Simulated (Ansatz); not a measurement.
Two members of one family (Series CuX(AsH3)), computed with Ansatz in the gas phase. The two geometries come from different levels. A negative affinity means that the extra electron isn't bound at that geometry and level; within about 0.2 eV of zero the sign isn't settled. Binding counts from free atoms in the multiplicity of their measured ground term, without zero-point energy. Names give formal oxidation states. A dash marks a value that wasn't run or was left out as unsound. The structures are stationary points that may keep the symmetry of their start. Remarks come from the PBE and PBE0 runs and from stability tests at other levels; not every state was tested. A HOMO above zero means that the electron is unbound at that level and held by the basis, or that self-interaction error raises the level; the energy of removing that electron tells which.

First: Cu(AsH3)H (singlet, charge 0, B3LYP-D4/def2-TZVP geometry).

```xyz
6

Cu   -1.035    1.339   -0.264
As    0.398   -0.518    0.101
H     0.657   -1.515   -1.004
H     0.082   -1.529    1.180
H     1.844   -0.301    0.484
H    -1.946    2.524   -0.498
```

```
               level  HOMO (eV)  LUMO (eV)  gap (eV)  vertical EA (eV)  binding per atom (eV)
     PBE-D4/def2-SVP      -4.75      -1.18      3.56                 –                   2.28
 r2SCAN-D4/def2-TZVP      -5.10      -1.22      3.88                 –                   2.24
r2SCAN-D4/def2-TZVPD      -5.11      -1.42      3.69             -0.49                   2.25
  PBE0-D4/def2-TZVPD      -6.11      -0.88      5.23             -0.54                   2.16
  HSE06-D4/def2-TZVP      -5.68      -0.96      4.72                 –                   2.15
```

Metal–donor distances: 1 × As 2.37 Å, 1 × H 1.51 Å. Remarks: HOMO above zero (-1 doublet).

Second: Cu(AsH3)(SH) (singlet, charge 0, B3LYP-D4/def2-SVP geometry).

| atom | x (Å) | y (Å) | z (Å) |
| --- | --- | --- | --- |
| Cu1 | 0.0174 | 0.0646 | 1.0261 |
| As2 | -0.3557 | -0.2349 | -1.2359 |
| H3 | -0.2561 | 0.9395 | -2.1917 |
| H4 | -1.7097 | -0.7326 | -1.7018 |
| H5 | 0.4834 | -1.1999 | -2.0529 |
| S6 | 0.2789 | 0.3440 | 3.1535 |
| H7 | 1.5418 | 0.8193 | 3.0027 |

Question: Estimate the same table for the second.

Answer: 
```csv
level,HOMO (eV),LUMO (eV),gap (eV),vertical EA (eV),binding per atom (eV)
PBE-D4/def2-SVP,-4.28,-1.39,2.89,–,2.58
r2SCAN-D4/def2-TZVP,-4.86,-1.47,3.39,–,2.54
r2SCAN-D4/def2-TZVPD,-4.98,-1.66,3.32,-0.21,2.55
PBE0-D4/def2-TZVPD,-5.84,-1.12,4.73,-0.23,2.47
HSE06-D4/def2-TZVP,-5.31,-1.22,4.09,–,2.46
```

Metal–donor distances: 1 × As 2.31 Å, 1 × S 2.16 Å. Remarks: HOMO above zero (-1 doublet).
